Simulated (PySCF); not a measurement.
Species: C4H5ClO2Si.
Structure used (GFN2-xTB), in Å, numbered top down from 1:
```xyz
13
C4H5ClO2Si angstrom
O      0.388    1.883    1.510
C     -0.237    1.087    0.867
O     -1.591    1.056    0.826
C     -2.021    0.009   -0.017
C     -0.764   -0.627   -0.513
C      0.290    0.005    0.006
Si     2.143   -0.242   -0.169
Cl     2.380   -1.801   -1.427
H     -2.645   -0.685    0.558
H     -2.629    0.426   -0.829
H     -0.772   -1.463   -1.186
H      2.715   -0.591    1.126
H      2.739    0.944   -0.771
```

Method used: PySCF 2.14.0, density-fitted response routines, TDDFT PBE0/def2-SVPD, vertical, gas phase, core orbitals frozen in the response.

Ground-to-excited transition dipoles (e·a0, same axes as the geometry; the sign carries no meaning), for the states with f of 0.002 or more among the lowest 5:

| state | E (hartree) | μx | μy | μz |
| --- | --- | --- | --- | --- |
| S2 | 0.2246 | 0.986 | 0.464 | 0.382 |
| S4 | 0.2367 | 0.432 | 0.160 | 0.134 |
| S5 | 0.2505 | -0.342 | -0.348 | -0.283 |

Question: What oscillator strength does each state have?

Answer: f = (2/3) ΔE |μ|² with ΔE in hartree (27.2114 eV).

```
state  |μ|² (au)  |μ| (D)      f
   S2      1.334     2.94  0.200
   S4      0.231     1.22  0.036
   S5      0.318     1.43  0.053
```

Question: The point group is Cs. Which irreducible representation does each state belong to?

Answer: From a totally symmetric ground state, an allowed state transforms like the component of the dipole operator along its μ. Polarised in the mirror plane, so A′: S2, S4 and S5.

Question: Which bond between heavy atoms lies closest to the direction of the S2 transition dipole?

Answer: C5–C6, at 6° from it; next O1–C2 at 27°.

Question: What angle do the transition dipoles of S2 and S4 make?

Answer: |cos θ| = |μa·μb| / (|μa| |μb|) = 1.00, so θ ≈ 6° (taken between 0 and 90°, since the signs are arbitrary).

Question: What peak molar absorption coefficient would the strongest computed level give as a lone Gaussian band 0.5 eV wide at half height?

Answer: ε(max) = 2.175×10⁸ f / FWHM, with the width in cm⁻¹. S2: 2.175×10⁸ × 0.1998 / 4033 ≈ 11000 L mol⁻¹ cm⁻¹.

One conformer stands for the species.
